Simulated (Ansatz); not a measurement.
Dissociation curve of BH (anion, charge -1), lowest doublet found (which spin is the ground state isn't settled by this scan).

Levels: UCCSD = CCSD on UHF/aug-cc-pVTZ, frozen core run with Ansatz (a quantum-chemistry and plane-wave program); ROCCSD = CCSD on ROHF/aug-cc-pVTZ, frozen core (Ansatz); ROCCSDT = Ansatz with CCSDT on ROHF/aug-cc-pVTZ, frozen core.

Energies are in kcal/mol, each relative to the lowest point of its own curve between 1.01 and 1.54 Å, where full CI is lowest.

| R / Å | UCCSD | ROCCSD | ROCCSDT |
|---|---|---|---|
| 0.82 | 86.0 | 85.9 | 86.1 |
| 0.90 | 47.6 | 47.5 | 47.7 |
| 0.95 | 31.4 | 31.4 | 31.5 |
| 1.01 | 17.8 | 17.8 | 17.9 |
| 1.04 | 12.9 | 12.8 | 12.9 |
| 1.10 | 5.9 | 5.9 | 5.9 |
| 1.13 | 3.6 | 3.6 | 3.6 |
| 1.16 | 1.9 | 1.9 | 2.0 |
| 1.20 | 0.6 | 0.6 | 0.6 |
| 1.24 | 0.0 | 0.0 | 0.0 |
| 1.29 | 0.2 | 0.2 | [?] |
| 1.37 | 1.9 | 1.9 | 1.8 |
| 1.45 | 4.8 | 4.9 | 4.6 |
| 1.54 | 8.8 | 8.9 | 8.6 |
| 1.69 | 16.1 | 16.2 | 15.7 |
| 1.84 | 23.1 | 23.4 | 22.7 |
| 2.02 | 30.6 | 30.9 | 30.0 |
| 2.25 | 38.4 | 38.8 | 37.8 |
| 2.52 | 45.5 | 45.7 | 44.8 |
| 2.85 | 51.6 | 51.8 | 51.2 |
| 3.30 | 56.9 | 57.1 | 57.1 |
| 3.90 | 60.8 | 61.0 | 61.8 |

Problem. Some entries are withheld; supply them.

Solution. 
- 1.29, ROCCSDT: 0.1

The unrestricted determinant behind UCCSD is spin-contaminated at 0.82 to 1.84, 2.52 to 3.90 Å (<S²> up to 1.2, against 0.75 for a pure doublet). Where the anion isn't bound against loss of the electron, the finite basis alone holds it. The T1 diagnostic of CCSD on the restricted reference of ROCCSD, ROCCSDT exceeds 0.045 at 2.52 to 3.90 Å.
